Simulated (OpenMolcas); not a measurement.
Sb3+: effect of the IPEA shift

| Quantity | Value |
| --- | --- |
| Program | OpenMolcas 26.06 |
| Basis | ANO-RCC-VTZP [7s6p4d2f1g] |
| Scalar Hamiltonian | DKH2, point nucleus |
| Active space | 2 electrons in 4 orbitals (5s 5p) |
| State averaging | 2S+1 = 3 even, 3 roots; 2S+1 = 1 even, 7 roots; 2S+1 = 3 odd, 3 roots; 2S+1 = 1 odd, 3 roots |
| Spin-orbit coupling | state interaction with AMFI integrals over the reference wave functions, term energies averaged over their components |

Methods on the same reference wave functions:
A. CASSCF
B. MS-CASPT2, IPEA 0 Eh, imaginary shift 0.1 Eh (closed shells correlated: 4d)
C. MS-CASPT2, IPEA 0.25 Eh, imaginary shift 0.1 Eh (closed shells correlated: 4d)

Energies in cm-1 above 5s2 1S0, the measured ground level; measured values from Moore, Atomic Energy Levels, vol. III, NSRDS-NBS 35 (1971 reprint of NBS Circular 467, 1958).

| Level | A | B | C | Measured |
| --- | --- | --- | --- | --- |
| 5s2 1S0 | 0.0 | 0.0 | 0.0 | 0.0 |
| 5s 5p 3P* 0 | 60094 | 65100 | 65250 |  |
| 5s 5p 3P* 1 | 62284 | 67170 | 67330 | 66700 |
| 5s 5p 3P* 2 | 67352 | 72360 | 72510 | 72560 |
| 5s 5p 1P* 1 | 102823 | 94460 | 95330 | 95952 |
| 5p2 3P0 | 150084 | 153270 | 153670 | 152076 |
| 5p2 3P1 | 153490 | 157070 | 157450 | 156388 |
| 5p2 1S0 | 189030 | 183250 | 183970 |  |

Deviations, from unrounded energies. A percentage is the sum of absolute deviations over the sum of measured energies, with the sign that they share, or ± where signs differ.

| Against measurement | Levels | A | B | C |
| --- | --- | --- | --- | --- |
| mean absolute deviation (cm-1) | 5 | 4300 | 810 | 790 |
| other configurations (%) | 5 | ±3.9 | ±0.7 | ±0.7 |

B, C lie about equally close to measurement and A furthest from it. The largest miss of C in the table is 5p2 3P0, by +1600 cm-1. The ranking rests on the paired levels alone, and a cruder setting can come out closer through cancelling errors.

Between B and C the level of the table that moves most is 5s 5p 1P* 1, by 860 cm-1 (lowest in B, highest in C). Moves below CASPT2's spread within the term are not significant.

The lowest spin-free term lies below A's lowest term by 0.419 hartree in B, 0.418 hartree in C.

Over all roots computed the reference weight is 0.86 to 0.94 in B, 0.89 to 0.95 in C; the roots of lowest weight are the least certain, and an intruder state may touch them. The ¹D term of p² mixes with s d, which this space lacks. Computed and measured levels are paired by configuration, term and J; levels that our copy of the source lacks, or whose pairing is in doubt (as where it misses far off the trend of its configuration), stay unpaired and out of the deviations. Levels of configurations outside the active space are missing. Levels that lie high or do not pair safely by name in every column are left out.

* marks odd parity.
